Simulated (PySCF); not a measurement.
Species: C5H8FNSi.
SMILES with atom numbers: `[NH:1]=[C:2]1[CH2:3][SiH:4](/[CH:5]=[CH:6]/[F:7])[CH2:8]1`

Probes without a nucleus sit at each ring's centroid and 1 Å off its mean plane on both sides; NICS is minus the shielding there, NICSzz its component along the normal. Level: GIAO PBE0/pcSseg-1 (PySCF, non-relativistic, gas phase) on the GFN2-xTB geometry, one conformer.

Ring bond lengths (Å), with Mayer bond orders in brackets: C2–C3 1.505 (0.96), C3–Si4 1.917 (0.93), Si4–C8 1.914 (0.91), C8–C2 1.520 (0.95).

Q: Give the NICS values of each ring in ppm.

A: 
```json
{"ring": "C2–C3–Si4–C8", "type": "4-membered ring with Si; formal bonds all single", "NICS(0)": "4.7", "NICS(1), two faces": "-0.8 / -1.7", "NICS(1)zz, two faces": "4.1 / 0.6", "rms pucker (Å)": "0.06", "centre to ring atoms, mean (Å)": "1.21"}
```

Q: What do they say, and how far can they be read as aromaticity?

A: 
- C2–C3–Si4–C8: mean NICS(1)zz 2.3 ppm, near zero. C3, Si4, C8 have four or more neighbours; no verdict on aromaticity is drawn. The two faces differ by 3.5 ppm, so no symmetry operation interchanges them. NICS(0) lies 6 ppm above the mean NICS(1).

Q: What field does 14.1 T along the ring normal induce along that normal at the second NICS(1) probe listed for ring C2–C3–Si4–C8, 1 Å off the ring?

A: NICSzz × B0 = 0.6 ppm × 14.1 T = 8 μT, along the applied field.

Q: List the ring angles and the Hirshfeld charges of the ring atoms.

A: 
- C2–C3–Si4–C8: C2 102.9° (+0.091 e), C3 89.8° (-0.172 e), Si4 76.3° (+0.373 e), C8 89.5° (-0.176 e); sum 358.6° against 360° for a flat convex ring.

On one thread, Arm Neoverse V2 (aarch64) (shared host), this took 26 s of wall time and 0.82 GiB of memory at its peak. This is the whole shielding run at PBE0/pcSseg-1, SCF included.

The values belong to the conformer `[NH:1]=[C:2]1[CH2:3][SiH:4](/[CH:5]=[CH:6]/[F:7])[CH2:8]1`: C3–Si4–C5–C6 -138°.
